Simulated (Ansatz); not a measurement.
Input for Ansatz (a program for electronic structure): U-CCSD(T)/def2-TZVPP on BrFH2Sn (SMILES [F][SnH2][Br]), a point of a bond scan (R = 2.974 Å). Elements past Kr take the def2 small-core potentials; no spin–orbit coupling. The run froze 24 orbitals, filled d shells among them.

Ansatz 0.2 input:
```yaml
crystal:
  periodic: [false, false, false]
  atoms:
    - {symbol: Sn, position_ang: [-0.82087301, -0.25418523, 0.04124020]}
    - {symbol: F, position_ang: [-1.53349458, 1.43640576, -0.55475012]}
    - {symbol: Br, position_ang: [1.64216243, 0.04607296, 0.07036013]}
    - {symbol: H, position_ang: [-1.55870624, -2.21944417, -2.06564183]}
    - {symbol: H, position_ang: [-1.38809149, -0.45375329, 1.63082898]}
basis:
  gaussian:
    orbitals: def2-TZVPP
correlation: {method: ccsd_t, electrons: outside_noble_gas}
scf: {omitted_lower_state_checks: [cluster_reference]}
magnetization: {spin_polarized: true, initial_magnetization: 0}
```

It printed:

```
WARN ansatz: RAYON_NUM_THREADS=1 ignored (pool sized by the plan → 1); use --threads N
Functional definition: HF
these checks for a lower state are left out or cut short: cluster_reference
integrals: 0.65 GiB planned
1147 factors; integrals over basis functions are off by at most 1.2e-3 eV
mean field: 0.81 GiB planned
mean field evaluation 1: about -78539.2210 eV, gradient 2.4e1 eV
mean field evaluation 2: about -78539.2219 eV, gradient 2.4e1 eV
mean field evaluation 4: about -78541.6234 eV, gradient 1.5e0 eV
mean field evaluation 8: about -78541.6566 eV, gradient 1.0e-3 eV
mean field evaluation 16: about -78541.6566 eV, gradient 1.6e-3 eV
mean field evaluation 32: about -78542.9172 eV, gradient 1.1e-5 eV
mean field -78542.91715814 eV, -2886.3989672604 hartree, gradient 1.6e-6 eV, S^2 0.861687; 3 other end points of the search recorded, 0 dependent functions left out
24 core orbitals not correlated, not the lowest: weight in the atoms' cores, before any rotation towards them, 0.879 or more for the frozen orbitals, at most 0.125 for the correlated occupied ones
reference -78542.91715814 eV, -2886.3989672604 hartree; 10, 10 occupied and 123, 123 virtual orbitals, 1147 factors
second order -13.65074961 eV of doubles, -0.00000000 eV of singles
coupled cluster: 2.01 GiB planned
cycle   1  -13.85229966 eV  change   -2.0e-1 eV  update   9.5e-2
cycle   2  -14.17520535 eV  change   -3.2e-1 eV  update   3.8e-2
cycle   3  -14.29831949 eV  change   -1.2e-1 eV  update   2.7e-2
cycle   4  -14.30604952 eV  change   -7.7e-3 eV  update   1.8e-2
cycle   5  -14.32049211 eV  change   -1.4e-2 eV  update   1.6e-2
cycle   6  -14.36371208 eV  change   -4.3e-2 eV  update   1.3e-2
cycle   7  -14.41014361 eV  change   -4.6e-2 eV  update   9.5e-3
cycle   8  -14.43121923 eV  change   -2.1e-2 eV  update   5.3e-3
cycle   9  -14.44141196 eV  change   -1.0e-2 eV  update   2.4e-3
cycle  10  -14.44235856 eV  change   -9.5e-4 eV  update   1.0e-3
cycle  11  -14.44327370 eV  change   -9.2e-4 eV  update   4.8e-4
cycle  12  -14.44354653 eV  change   -2.7e-4 eV  update   2.4e-4
cycle  13  -14.44353142 eV  change    1.5e-5 eV  update   1.2e-4
cycle  14  -14.44359013 eV  change   -5.9e-5 eV  update   6.0e-5
cycle  15  -14.44358624 eV  change    3.9e-6 eV  update   2.9e-5
cycle  16  -14.44356015 eV  change    2.6e-5 eV  update   1.4e-5
cycle  17  -14.44356126 eV  change   -1.1e-6 eV  update   7.3e-6
cycle  18  -14.44356446 eV  change   -3.2e-6 eV  update   4.3e-6
coupled cluster: 2.03 GiB planned
perturbative correction -0.56644694 eV, -0.0208165412 hartree
Total energy: -78557.92716955 eV, -2886.9505750053 hartree
Checks for a lower state left out: cluster_reference
```

The calculation finished and met its thresholds. Its determinant has ⟨S²⟩ = 0.86, a mixture of spin states.

Cost: very roughly 100 core-seconds.
